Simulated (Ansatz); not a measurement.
`[F][AlH][Br]` + CH₃OH → `C[O][AlH][F]` + HBr at 500 K and 1 bar (ligand exchange at the Al–Br bond).

Program: Ansatz. Geometries: PBE0-D4/def2-TZVP. ΔE: electronic, gas phase. CBS: MP2 limit from def2 TZ/QZ plus the TZ coupled-cluster correction, frozen cores. This one scheme is used for every species. For Br outer-core shells are correlated without core-valence functions, which leaves a few kJ/mol of doubt a bond. Scalar relativity is left out up to krypton. Each species was taken in one conformer, which may not be the lowest.

| species | CCSD(T)/CBS energy (Eh) | H − E (kJ/mol) | S (J/(mol·K)) |
| --- | --- | --- | --- |
| `[F][AlH][Br]` | -2915.86674 | 53.8 | 327.2 |
| CH₃OH | -115.61712 | 157.0 | 265.4 |
| `C[O][AlH][F]` | -457.55503 | 173.0 | 373.2 |
| HBr | -2573.91920 | 30.5 | 213.7 |

H − E and S are ideal-gas, rigid-rotor, harmonic terms from PBE0-D4/def2-TZVP, for one conformer and one mirror image of each species. 1 Eh = 2625.50 kJ/mol, R = 8.31446 J/(mol·K).

Problem. By hand: ΔE, ΔH, ΔS and ΔG.

Solution. ΔE = (-457.55503) + (-2573.91920) − (-2915.86674) − (-115.61712) = 0.00963 Eh = 25.3 kJ/mol. Δ(H − E) = 173.0 + 30.5 − 53.8 − 157.0 = -7.3, so ΔH = 18.0 kJ/mol. ΔS = 373.2 + 213.7 − 327.2 − 265.4 = -5.7 J/(mol·K). ΔG = 18.0 − 500 × (-5.7)/1000 = 20.9 kJ/mol.

Problem. By hand: the equilibrium constant, and the temperature at which ΔG would vanish if ΔH and ΔS stayed fixed.

Solution. log₁₀ K = −ΔG/(RT ln 10) = -2.2. ΔH and −TΔS have one sign here, so there is no such temperature.

The number of gas molecules stays the same, so ΔS is small and ΔH decides. A doubt of 5 kJ/mol in ΔE shifts log₁₀ K by 0.5 here. Other conformers and mirror images would add mixing entropy, several J/(mol·K) or more a flexible species. These are equilibria of isolated gas molecules and say nothing of rates. Largest T1 diagnostic: 0.013 (customary marks: 0.02 for closed shells, 0.045 for open ones).

ΔS is within the doubt of such terms, so its sign, and with it that verdict, could turn.
